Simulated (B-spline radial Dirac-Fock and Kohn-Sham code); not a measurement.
# The Zr-like isoelectronic sequence (40 electrons), Z = 58 to 69

The computed values come from a radial finite-basis atomic code: Dirac-Fock energy differences between relaxed states, corrected for Breit and QED terms. Binding energies in eV, tabulated ground configurations ([Kr] 4d4 throughout). The model has no electron correlation.

```
  ion    2p1/2      3s   3p3/2   3d3/2  outermost level  NIST ionisation energy
Ce¹⁸⁺   6631.3  1889.0  1635.5  1352.5       505.4 (4d)                 509 ± 3
Pr¹⁹⁺   6953.6  2004.6  1738.5  1448.0       550.8 (4d)                 554 ± 4
Nd²⁰⁺   7285.1  2124.1  1844.7  1546.7       598.0 (4d)                 602 ± 4
Pm²¹⁺        ?       ?       ?       ?                ?                       ?
Sm²²⁺   7976.1  2374.4  2066.7  1753.5       697.8 (4d)                 702 ± 4
Eu²³⁺   8335.9  2505.4  2182.5  1861.7       750.3 (4d)                 755 ± 4
Gd²⁴⁺   8705.3  2640.3  2301.4  1973.0       804.5 (4d)                 810 ± 4
Tb²⁵⁺   9084.5  2779.1  2423.6  2087.5       860.5 (4d)                 866 ± 4
Dy²⁶⁺   9473.7  2921.8  2548.9  2205.1       918.3 (4d)                 924 ± 4
Ho²⁷⁺   9872.9  3068.6  2677.4  2326.0       977.8 (4d)                 985 ± 4
Er²⁸⁺  10282.3  3219.5  2809.2  2450.0      1039.0 (4d)                1046 ± 4
Tm²⁹⁺  10702.2  3374.5  2944.1  2577.1      1102.1 (4d)                1110 ± 4
```

Problem. Fill in the row of Pm²¹⁺.

Solution. 2p1/2 7625.9, 3s 2247.4, 3p3/2 1954.1, 3d3/2 1648.6, outermost 647.0 (4d), NIST 651 ± 4 eV.

NIST's values are for the lowest levels; a dash marks a value that is missing or belongs to another shell. Their kind here: theoretical. Where a p, d or f shell is open in either ion the computed value averages over both j values and all terms, while the table refers to the lowest levels; that difference holds spin-orbit splitting (largest in heavy or highly charged ions), term energies where several electrons share open shells, and correlation, and it can reach 10 % or more.
